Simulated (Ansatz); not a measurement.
# A ladder of methods for C2F5 (SMILES F[C](F)C(F)(F)F)

The species is C2F5 (7 atoms), meant as a doublet with charge 0. SMILES: `F[C](F)C(F)(F)F`. Geometry: optimised at wB97X-V/def2-SVP.

```xyz
7

F     1.5639   -0.8445    0.5059
C     0.3225   -0.4666    0.7277
F    -0.4699   -1.4825    0.9980
C    -0.2282    0.4822   -0.3180
F     0.5805    1.5301   -0.4455
F    -1.4387    0.8973    0.0439
F    -0.3301   -0.1161   -1.5120
```

Quantity: the dissociation energy of the F7–C4 bond into doublet F and singlet C2F4 (shapes relaxed at wB97X-V/def2-SVP, no zero-point term), in eV. The values are calculated.

```tsv
level	kind	program	value (eV)
UHF/def2-SVP	Hartree–Fock	Ansatz	2.67
USVWN5/def2-SVP	LDA	Ansatz	4.34
UBLYP/def2-SVP	GGA	Ansatz	3.35
UPBE/def2-SVP	GGA	Ansatz	3.56
UB3LYP/def2-SVP	global hybrid	Ansatz	3.32
UCAM-B3LYP/def2-SVP	range-separated hybrid	Ansatz	3.56
UB2PLYP/def2-SVP	double hybrid	Ansatz	3.32
RPA@PBE/def2-SVP	RPA	Ansatz	2.71
UMP2/def2-SVP	perturbation theory	Ansatz	3.37
```

The values span 2.67 to 4.34 eV. Hartree–Fock misses the correlation of the electron pair that is broken and comes out low. A fragment with an even electron count was run as a singlet and may have a lower triplet. Measured bond enthalpies also hold zero-point and thermal terms, a few tenths of an eV less.
